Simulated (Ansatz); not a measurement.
Start from `B[C](=C)[AlH][F]` and change one atom or group to get `B[C](=C)[SnH3]`.

Ansatz, PBE0-D4/def2-TZVP geometries, multiplicity 1. Each molecule was computed in one conformer, which needn't be the lowest.

Elements past krypton have def2 core potentials.

| property | `B[C](=C)[AlH][F]` |
| --- | --- |
| size of the dipole moment (ωB97M-V/def2-TZVPP) / D | 2.43 |
| LUMO energy (PBE0/def2-TZVPP) / eV | -2.42 |
| LUMO energy (ωB97M-V/def2-TZVPP) / eV | -0.39 |
| size of the dipole moment (B3LYP/def2-TZVPP) / D | 2.48 |
| HOMO energy (ωB97M-V/def2-TZVPP) / eV | -10.14 |
| LUMO energy (B3LYP/def2-TZVPP) / eV | -2.62 |

**Question.** Give the same properties after the change, and the shifts. (An estimate is asked.)

**Answer.** Ansatz gave: 
```tsv
property	`B[C](=C)[SnH3]`	shift
size of the dipole moment (ωB97M-V/def2-TZVPP) / D	1.18	-1.25
LUMO energy (PBE0/def2-TZVPP) / eV	-2.27	0.15
LUMO energy (ωB97M-V/def2-TZVPP) / eV	-0.24	0.15
size of the dipole moment (B3LYP/def2-TZVPP) / D	1.21	-1.27
HOMO energy (ωB97M-V/def2-TZVPP) / eV	-10.07	0.07
LUMO energy (B3LYP/def2-TZVPP) / eV	-2.47	0.15
```

Dipoles are sizes alone; their direction can turn.

B3LYP here is the variant with VWN-RPA as its local correlation; programs differ in this.
